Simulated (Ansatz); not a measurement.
C3H7Ga (`C1[CH2][GaH][CH2]1`). Charge 0, multiplicity 1. Geometry: relaxed with PBE0-D4/def2-TZVP.

```xyz
11

C    -0.130   -0.066    0.928
C    -0.289   -1.193   -0.123
Ga    0.583    0.043   -1.423
C     0.077    1.227    0.101
H    -0.969   -0.004    1.630
H     0.764   -0.257    1.528
H     0.117   -2.167    0.152
H    -1.339   -1.338   -0.402
H     1.318    0.060   -2.808
H     0.744    1.973    0.535
H    -0.875    1.721   -0.119
```

Problem. What is the dipole moment at ωB97M-V/def2-TZVPP? (An estimate is asked.)

Solution. Ansatz gave: 0.27 D, with components (0.05, 0.02, -0.26) D in this frame, pointing from negative to positive charge.

Problem. And with PBE, r2SCAN, B3LYP? (Best estimate.)

Solution. Ansatz gave: PBE 0.06 D, r2SCAN 0.10 D, B3LYP 0.15 D.

Problem. Give the Mulliken charges with ωB97M-V, PBE, r2SCAN in def2-TZVPP. (Best estimate.)

Solution. Computed: 
| atom | ωB97M-V | PBE | r2SCAN |
| --- | --- | --- | --- |
| C1 | -0.12 | -0.07 | 0.06 |
| C2 | -0.39 | -0.28 | -0.29 |
| Ga3 | 0.29 | 0.19 | 0.28 |
| C4 | -0.39 | -0.28 | -0.29 |
| H5 | 0.08 | 0.06 | 0.02 |
| H6 | 0.10 | 0.07 | 0.03 |
| H7 | 0.11 | 0.09 | 0.07 |
| H8 | 0.10 | 0.07 | 0.05 |
| H9 | 0.01 | -0.02 | -0.04 |
| H10 | 0.11 | 0.09 | 0.07 |
| H11 | 0.10 | 0.07 | 0.05 |

B3LYP here is the variant with VWN-RPA as its local correlation; programs differ in this.
